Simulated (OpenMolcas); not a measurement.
# What dynamic correlation does to the levels of Cr III

* Program: OpenMolcas
* Basis: ANO-RCC-VTZP [6s5p3d2f1g]
* Scalar Hamiltonian: DKH2, point nucleus
* Active space: 4 electrons in 9 orbitals (RAS2 3d 4s; RAS3 4p, at most 2 electrons)
* State averaging: 2S+1 = 5 even, 15 roots; 2S+1 = 3 even, 90 roots kept (CI in the orbitals of an earlier block); 2S+1 = 1 even, 84 roots kept (CI in the orbitals of an earlier block); 2S+1 = 5 odd, 30 roots (21 in the spin-orbit step); 2S+1 = 3 odd, 65 roots kept (CI in the orbitals of an earlier block, 5 in the spin-orbit step); 2S+1 = 1 odd, 33 roots kept (CI in the orbitals of an earlier block, 0 in the spin-orbit step)
* Spin-orbit coupling: RASSI with atomic mean-field integrals over the reference wave functions, term energies averaged over their components

Methods on the same reference wave functions:
A. RASSCF
B. SS-RASPT2, IPEA 0.25 Eh, imaginary shift 0.1 Eh (closed shells correlated: 3s 3p)
C. MS-RASPT2, IPEA 0.25 Eh, imaginary shift 0.1 Eh (closed shells correlated: 3s 3p)

Energies in cm-1 above 3d4 5D0, the measured ground level; measured values from Sugar and Corliss, J. Phys. Chem. Ref. Data 6, 317 (1977).

```json
{"Level": "3d4 5D0", "A": "0.0", "B": "0.0", "C": "0.0", "Measured": "0.0"}
{"Level": "3d4 5D1", "A": "69.8", "B": "71.2", "C": "71.2", "Measured": "62.2"}
{"Level": "3d4 5D2", "A": "207", "B": "210", "C": "210", "Measured": "183"}
{"Level": "3d4 5D3", "A": "408", "B": "412", "C": "412", "Measured": "357"}
{"Level": "3d4 5D4", "A": "666", "B": "669", "C": "669", "Measured": "576"}
{"Level": "3d4 3H4", "A": "21250", "B": "17750", "C": "17750", "Measured": "17274"}
{"Level": "3d4 3H5", "A": "21397", "B": "17900", "C": "17900", "Measured": "17397"}
{"Level": "3d4 3H6", "A": "21563", "B": "18080", "C": "18080", "Measured": "17531"}
{"Level": "3d4 3P0(1)", "A": "22552", "B": "16840", "C": "16840", "Measured": "16771"}
{"Level": "3d4 3P1(1)", "A": "22972", "B": "17270", "C": "17270", "Measured": "17169"}
{"Level": "3d4 3P2(1)", "A": "23743", "B": "18040", "C": "18040", "Measured": "17851"}
{"Level": "3d4 3F2(1)", "A": "24140", "B": "18810", "C": "18810", "Measured": "18452"}
{"Level": "3d4 3F3(1)", "A": "24202", "B": "18870", "C": "18870", "Measured": "18511"}
{"Level": "3d4 3F4(1)", "A": "24290", "B": "18960", "C": "18960", "Measured": "18583"}
{"Level": "3d4 3G3", "A": "26706", "B": "21060", "C": "21060", "Measured": "20704"}
{"Level": "3d4 3G4", "A": "26883", "B": "21240", "C": "21240", "Measured": "20853"}
{"Level": "3d4 3G5", "A": "27047", "B": "21410", "C": "21410", "Measured": "20996"}
{"Level": "3d4 1I6", "A": "31966", "B": "26700", "C": "26700", "Measured": "26015"}
{"Level": "3d4 1G4(1)", "A": "33292", "B": "25730", "C": "25730", "Measured": "25139"}
{"Level": "3d4 3D3", "A": "34425", "B": "25930", "C": "25930", "Measured": "25726"}
{"Level": "3d4 3D2", "A": "34485", "B": "25990", "C": "25990", "Measured": "25781"}
{"Level": "3d4 3D1", "A": "34546", "B": "26050", "C": "26050", "Measured": "25848"}
{"Level": "3d4 1S0", "A": "38455", "B": "27670", "C": "27670", "Measured": "27372"}
{"Level": "3d4 1D2(1)", "A": "41472", "B": "32670", "C": "32670", "Measured": "32152"}
```

Deviations, from unrounded energies. A percentage is the sum of absolute deviations over the sum of measured energies, with the sign that they share, or ± where signs differ.

```
                        Against measurement  Levels      A      B      C
             mean absolute deviation (cm-1)      23   5500    310    310
      fine structure of the ground term (%)       4  +14.7  +15.6  +15.6
other terms of the ground configuration (%)      19  +30.5   +1.7   +1.7
```

B, C lie about equally close to measurement and A furthest from it. The largest miss of B in the table is 3d4 1I6, by +680 cm-1. The ranking rests on the paired levels alone, and a cruder setting can come out closer through cancelling errors.

Between B and C no level of the table moves by more than 5 cm-1.

The two smallest mean deviations differ by little beside CASPT2's spread within terms, so their order carries little weight.

From A to B the spin-free energies of the other terms of 3d4 shown, above 5D, scale by factors of 0.72 to 0.83, as is usual when dynamic correlation screens the repulsion within a d or f shell.

The lowest spin-free term lies below A's lowest term by 0.398 hartree in B, 0.398 hartree in C.

CASPT2 does not keep the components of a term degenerate, so their means are used; among the terms shown or strongly mixed into the levels shown the widest spread is 560 cm-1 (3d4 1G(1), B). Over all roots computed the reference weight is 0.86 to 0.95 in B, 0.86 to 0.95 in C; the roots of lowest weight are the least certain, and an intruder state may touch them. Some high roots are left out of the spin-orbit mixing, which shifts the levels that they would mix with. Terms from blocks run as CI alone lack orbitals of their own. Without dynamic correlation excited terms often stand tens of per cent too high (terms of higher spin than the ground term too low), and those without a measured partner can miss by more than the paired ones (holds for A). The CASPT2 spread within a term exceeds the gap to the next term for 3d4 1G(1) and 3d4 3D, so the order of their levels is uncertain (holds for B; C). Blocks of more than 70 roots (2S+1 = 3 even, 1 even) ran without multistate coupling (holds for C). Computed and measured levels are paired by configuration, term and J; levels that our copy of the source lacks, or whose pairing is in doubt (as where it misses far off the trend of its configuration), stay unpaired and out of the deviations. Levels of configurations outside the active space are missing. The table leaves out levels that lie high or whose names do not pair safely across all columns.

A number in round brackets counts repeated terms of one configuration in the order of the reference energies.
